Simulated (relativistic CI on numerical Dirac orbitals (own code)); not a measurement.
**K X: computed level list**

Computed by Dirac-Coulomb-Breit CI, separate exchange-only KLI orbitals for each configuration, model QED (radiative potential, 1s self-energy scaled to tabulated hydrogen-like ionisation energies), unscaled Slater integrals (own radial code, finite nucleus).

Configuration list (outside the closed core 1s2): 2s2 2p6, 2s2 2p5 3s, 2s2 2p5 3p, 2s2 2p5 3d, 2s 2p6 3s, 2s 2p6 3p, 2s2 2p5 4s, 2s2 2p5 4p, 2s 2p6 3d, 2s2 2p5 4d, 2s2 2p5 4f, 2s2 2p4 3s2, 2s2 2p4 3s 3p, 2s 2p6 4s, 2s2 2p4 3p2, 2s 2p6 4p. Levels of other configurations are missing.

```csv
No.,Configuration,Term,J,E (10³ cm⁻¹),%,Lifetime (s),jj configuration (%)
1,2s2 2p6,1S,0,0.0,100,,closed (100)
2,2s2 2p5 3s,3P°,2,2391.7,100,1.47e-04,2p3/2^3 3s (100)
3,2s2 2p5 3s,3P°,1,2399.8,68,9.57e-12,2p3/2^3 3s (87)
4,2s2 2p5 3s,3P°,0,2415.0,100,7.72e-03,2p1/2 2p3/2^4 3s (100)
5,2s2 2p5 3s,1P°,1,2423.3,68,4.35e-12,2p1/2 2p3/2^4 3s (87)
6,2s2 2p5 3p,3S,1,2528.1,94,6.86e-10,2p3/2^3 3p1/2 (43)
7,2s2 2p5 3p,3D,3,2552.0,100,3.63e-10,2p3/2^3 3p3/2 (100)
8,2s2 2p5 3p,3D,2,2552.6,71,3.87e-10,2p3/2^3 3p1/2 (95)
9,2s2 2p5 3p,3D,1,2559.9,51,3.63e-10,2p3/2^3 3p1/2 (45)
10,2s2 2p5 3p,3P,2,2565.9,64,3.00e-10,2p3/2^3 3p3/2 (99)
11,2s2 2p5 3p,3D,1,2575.9,47,3.83e-10,2p1/2 2p3/2^4 3p1/2 (81)
12,2s2 2p5 3p,3P,0,2578.6,99,2.76e-10,2p1/2 2p3/2^4 3p1/2 (58)
13,2s2 2p5 3p,1D,2,2583.2,42,3.35e-10,2p1/2 2p3/2^4 3p3/2 (95)
14,2s2 2p5 3p,3P,1,2584.1,67,3.06e-10,2p1/2 2p3/2^4 3p3/2 (81)
15,2s2 2p5 3p,1S,0,2675.3,98,7.32e-11,2p3/2^3 3p3/2 (57)
16,2s2 2p5 3d,3P°,0,2749.9,99,1.55e-10,2p3/2^3 3d3/2 (99)
17,2s2 2p5 3d,3P°,1,2752.5,97,6.56e-11,2p3/2^3 3d3/2 (66)
18,2s2 2p5 3d,3P°,2,2757.8,88,1.57e-10,2p3/2^3 3d5/2 (68)
19,2s2 2p5 3d,3F°,4,2761.9,100,1.51e-10,2p3/2^3 3d5/2 (100)
20,2s2 2p5 3d,3F°,3,2765.8,77,1.44e-10,2p3/2^3 3d3/2 (94)
21,2s2 2p5 3d,3F°,2,2772.1,61,1.40e-10,2p3/2^3 3d3/2 (71)
22,2s2 2p5 3d,3D°,3,2776.9,53,1.40e-10,2p3/2^3 3d5/2 (96)
23,2s2 2p5 3d,3D°,1,2789.4,92,3.96e-12,2p1/2 2p3/2^4 3d3/2 (36)
24,2s2 2p5 3d,3F°,2,2791.8,39,1.36e-10,2p1/2 2p3/2^4 3d3/2 (82)
25,2s2 2p5 3d,3D°,2,2795.0,54,1.37e-10,2p1/2 2p3/2^4 3d5/2 (78)
26,2s2 2p5 3d,3D°,3,2795.1,43,1.42e-10,2p1/2 2p3/2^4 3d5/2 (92)
27,2s2 2p5 3d,1P°,1,2832.8,93,2.38e-13,2p1/2 2p3/2^4 3d3/2 (56)
28,2s 2p6 3s,3S,1,3074.9,98,1.09e-11,2s 3s (98)
29,2s 2p6 3s,1S,0,3106.6,99,1.69e-11,2s 3s (99)
30,2s2 2p5 4s,3P°,2,3192.6,93,1.41e-11,2p3/2^3 4s (93)
31,2s2 2p5 4s,3P°,1,3197.1,50,7.02e-12,2p3/2^3 4s (90)
32,2s2 2p5 4s,3P°,0,3212.1,73,1.22e-11,2p1/2 2p3/2^4 4s (73)
33,2s2 2p5 4s,1P°,1,3217.2,52,5.94e-12,2p1/2 2p3/2^4 4s (76)
34,2s 2p6 3p,3P°,1,3239.2,72,6.68e-12,2s 3p1/2 (74)
35,2s 2p6 3p,3P°,0,3239.8,73,1.69e-11,2s 3p1/2 (73)
36,2s 2p6 3p,3P°,2,3240.1,92,1.43e-11,2s 3p3/2 (92)
37,2s 2p6 3p,1P°,1,3247.8,89,1.50e-12,2s 3p3/2 (83)
38,2s2 2p5 4p,3S,1,3253.6,80,3.24e-11,2p3/2^3 4p1/2 (53)
39,2s2 2p5 4p,3D,3,3257.2,100,2.46e-11,2p3/2^3 4p3/2 (100)
40,2s2 2p5 4p,3D,2,3257.8,59,2.37e-11,2p3/2^3 4p1/2 (98)
41,2s2 2p5 4p,1P,1,3260.9,52,2.33e-11,2p3/2^3 4p3/2 (54)
42,2s2 2p5 4p,3P,2,3262.5,69,2.56e-11,2p3/2^3 4p3/2 (99)
43,2s2 2p5 4p,3P,0,3274.7,94,2.64e-11,2p3/2^3 4p3/2 (57)
44,2s2 2p5 4p,3D,1,3280.1,72,2.32e-11,2p1/2 2p3/2^4 4p1/2 (95)
45,2s2 2p5 4p,3D,2,3283.2,40,2.45e-11,2p1/2 2p3/2^4 4p3/2 (99)
46,2s2 2p5 4p,3P,1,3283.3,60,2.63e-11,2p1/2 2p3/2^4 4p3/2 (94)
47,2s2 2p5 4p,1S,0,3317.5,92,2.93e-11,2p1/2 2p3/2^4 4p1/2 (57)
48,2s2 2p5 4d,3P°,0,3329.6,100,2.06e-11,2p3/2^3 4d3/2 (100)
49,2s2 2p5 4d,3P°,1,3331.1,91,1.77e-11,2p3/2^3 4d3/2 (75)
50,2s2 2p5 4d,3F°,4,3333.2,100,1.86e-11,2p3/2^3 4d5/2 (100)
51,2s2 2p5 4d,3P°,2,3333.7,70,1.99e-11,2p3/2^3 4d5/2 (79)
52,2s2 2p5 4d,3F°,3,3335.2,65,1.87e-11,2p3/2^3 4d3/2 (98)
53,2s2 2p5 4d,1D°,2,3337.9,40,1.89e-11,2p3/2^3 4d3/2 (81)
54,2s2 2p5 4d,3D°,3,3339.3,64,1.88e-11,2p3/2^3 4d5/2 (99)
55,2s2 2p5 4d,3D°,1,3348.8,77,2.26e-12,2p3/2^3 4d5/2 (53)
56,2s2 2p5 4f,3D,1,3356.3,95,8.07e-12,2p3/2^3 4f5/2 (95)
57,2s2 2p5 4f,3D,2,3357.2,77,8.00e-12,2p3/2^3 4f7/2 (65)
58,2s2 2p5 4d,3F°,2,3358.3,66,1.89e-11,2p1/2 2p3/2^4 4d3/2 (96)
59,2s2 2p5 4d,3D°,2,3359.2,44,1.93e-11,2p1/2 2p3/2^4 4d5/2 (93)
60,2s2 2p5 4d,1F°,3,3360.1,38,1.87e-11,2p1/2 2p3/2^4 4d5/2 (99)
61,2s2 2p5 4f,3D,3,3360.2,61,7.52e-12,2p3/2^3 4f7/2 (85)
62,2s2 2p5 4f,1D,2,3361.9,56,7.33e-12,2p3/2^3 4f5/2 (65)
63,2s2 2p5 4f,3G,5,3362.1,100,6.47e-12,2p3/2^3 4f7/2 (100)
64,2s2 2p5 4f,1G,4,3362.2,52,6.50e-12,2p3/2^3 4f5/2 (97)
65,2s2 2p5 4f,1F,3,3364.2,40,6.53e-12,2p3/2^3 4f5/2 (91)
66,2s2 2p5 4f,3F,4,3364.3,70,6.55e-12,2p3/2^3 4f7/2 (97)
67,2s2 2p5 4d,1P°,1,3376.6,81,5.16e-13,2p1/2 2p3/2^4 4d3/2 (74)
68,2s2 2p5 4f,3F,3,3383.6,37,7.30e-12,2p1/2 2p3/2^4 4f7/2 (89)
69,2s2 2p5 4f,3F,2,3384.7,59,7.23e-12,2p1/2 2p3/2^4 4f5/2 (94)
70,2s2 2p5 4f,3G,3,3386.2,70,6.49e-12,2p1/2 2p3/2^4 4f5/2 (98)
```

Energies count from the lowest computed level; ° marks odd parity; lifetimes are radiative, by E1, M1, E2, M2 decay to levels of this space only. Filled j subshells are mostly left out of the jj labels.

The mean weight of the leading LS term, summed over parents, in these 70 levels is 73 %, and that of the leading jj configuration (from the same eigenvectors) 84 %, so jj coupling describes them better and the LS labels are nominal.

At this charge energies of transitions that change n are usually good to better than 1 %, and those within a shell (Δn = 0) to a few per cent.

LS names give the leading component of a level, which can be under half, so a name can repeat, a term be missing and a line seem to break the LS rules.
